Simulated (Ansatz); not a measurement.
`[BH]1O[BH][Zn]1` at its PBE0-D4/def2-TZVP geometry, where that method's forces vanish. The species carries charge 0 and has multiplicity 1.

| atom | x (Å) | y (Å) | z (Å) |
| --- | --- | --- | --- |
| B1 | -0.5130 | -0.8626 | 0.7016 |
| O2 | -0.1839 | -0.2816 | -0.5143 |
| B3 | 0.5360 | 0.8977 | -0.6374 |
| Zn4 | 0.5397 | 0.8262 | 1.5089 |
| H5 | -1.1386 | -1.8828 | 0.6823 |
| H6 | 0.7598 | 1.3031 | -1.7412 |

Task: For each bond, give half the difference of the two atoms' forces along it (eV/Å; positive pushes the atoms apart) under PBE-D4, r2SCAN-D4, B3LYP-D4, ωB97M-V in def2-TZVPP. (Estimate.)

Result: Computed: 
| bond | length (Å) | PBE-D4 | r2SCAN-D4 | B3LYP-D4 | ωB97M-V |
| --- | --- | --- | --- | --- | --- |
| B1–O2 | 1.387 | 0.27 | 0.11 | 0.06 | 0.12 |
| B1–Zn4 | 2.147 | 0.10 | -0.02 | 0.27 | -0.06 |
| B1–H5 | 1.197 | -0.02 | -0.08 | -0.24 | -0.13 |
| O2–B3 | 1.387 | 0.27 | 0.11 | 0.06 | 0.12 |
| B3–Zn4 | 2.147 | 0.10 | -0.02 | 0.27 | -0.06 |
| B3–H6 | 1.197 | -0.02 | -0.08 | -0.24 | -0.13 |

B3LYP here is the variant with VWN-RPA as its local correlation; programs differ in this.
